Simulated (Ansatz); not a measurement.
Frontier orbitals of `[Cl][InH][I]`.

```xyz
4

Cl    0.248   -2.076   -0.781
In    0.237    0.110   -0.004
I    -2.157    0.944    0.726
H     1.671    1.022    0.059
```

The species carries charge 0 and has multiplicity 1. Correlated methods include outer-core shells of I, In, which these sets cover unevenly. In, I takes the def2 core potential. The geometry is a stationary point of PBE0-D4/def2-TZVP. Basis def2-TZVPP, Ansatz.

Orbital energies of one run (eV). Highest occupied ones, from the top: -9.96, -10.15, -10.70, -11.52, -11.72, -12.19, -15.00, -21.96, -24.25, -25.29, -25.32, -25.35, -25.48, -26.07. Empty: -0.47, -0.10, 1.23, 2.05, 2.37, 3.52.

(1) Which functional gave them?
A. LDA (SPW92)
B. revPBE
C. r2SCAN0
D. ωB97M-V

Results:

(1) D. HOMO energies: ωB97M-V -9.96, r2SCAN0 -8.04, revPBE -6.66, LDA (SPW92) -6.87 eV.
